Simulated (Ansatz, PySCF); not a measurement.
Breaking a bond: SiMg, lowest triplet found (which spin is the ground state isn't settled by this scan).

Computed with: UKS-B3LYP/6-31G* = unrestricted B3LYP/6-31G*, spherical d (PySCF); FCI = full CI/aug-cc-pVDZ, frozen core (Ansatz, a first-principles code).

Energies relative to the lowest point of each curve between 2.09 and 3.18 Å, where full CI is lowest, in kcal/mol:

```json
[
 {"R / Å": "1.81", "UKS-B3LYP/6-31G*": "80.7"},
 {"R / Å": "1.95", "UKS-B3LYP/6-31G*": "44.2"},
 {"R / Å": "2.09", "UKS-B3LYP/6-31G*": "21.9"},
 {"R / Å": "2.38", "UKS-B3LYP/6-31G*": "2.4"},
 {"R / Å": "2.45", "UKS-B3LYP/6-31G*": "0.9"},
 {"R / Å": "2.54", "UKS-B3LYP/6-31G*": "0.0"},
 {"R / Å": "2.61", "UKS-B3LYP/6-31G*": "0.0"},
 {"R / Å": "3.00", "UKS-B3LYP/6-31G*": "4.6"},
 {"R / Å": "4.04", "UKS-B3LYP/6-31G*": "16.8"},
 {"R / Å": "4.97", "UKS-B3LYP/6-31G*": "19.8"},
 {"R / Å": "5.55", "UKS-B3LYP/6-31G*": "20.3"},
 {"R / Å": "7.38", "UKS-B3LYP/6-31G*": "20.5"}
]
```

Task: Estimate the FCI values at these points.

Result: 1.81: 88.7; 1.95: 49.5; 2.09: 25.1; 2.38: 3.1; 2.45: 1.3; 2.54: 0.1; 2.61: 0.0; 3.00: 4.8; 4.04: 17.4; 4.97: 19.7; 5.55: 20.1; 7.38: 20.4 (kcal/mol).

Also computed but left out beside FCI, since their determinant holds another spin at the minimum (<S²> over 0.7 above the pure value): UHF, UMP2, UCCSD, UCCSD(T), UCCSDT, UCCSDT(Q), UMP2/3-21G, UHF/6-31G*.
